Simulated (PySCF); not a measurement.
# Ionisation energy of Tc⁺ by level of theory

Tc⁺ [Kr] 4d5 5s1 (7S) → Tc²⁺ [Kr] 4d5 (6S), as a difference of total energies. Computed with PySCF 2.14 in x2c-TZVPPall with one added diffuse shell each of s, p, d, f type (9s7p7d3f1g, 95 functions), with scalar relativity by spin-free X2C-1e. Correlated levels: valence and next inner shell: [Ar] 3d10 frozen. The calculations carry no spin-orbit coupling.

```json
{"method": "UHF", "ionisation energy (eV)": "14.249"}
{"method": "MP2 (valence and next inner shell)", "ionisation energy (eV)": "15.187"}
{"method": "SCS-MP2 (valence and next inner shell)", "ionisation energy (eV)": "14.812"}
{"method": "CCSD (valence and next inner shell)", "ionisation energy (eV)": "15.059"}
{"method": "CCSD(T) (valence and next inner shell)", "ionisation energy (eV)": "15.114"}
```

Q: How much does correlation contribute at CCSD(T) (valence and next inner shell)?

A: 15.114 − (14.249) = 0.865 eV, measured against UHF.

Errors of the correlated levels include the incompleteness of this basis and the frozen core.

For comparison: 15.26 eV (semi-empirical (NIST evaluation); NIST Atomic Spectra Database, ionization energies).
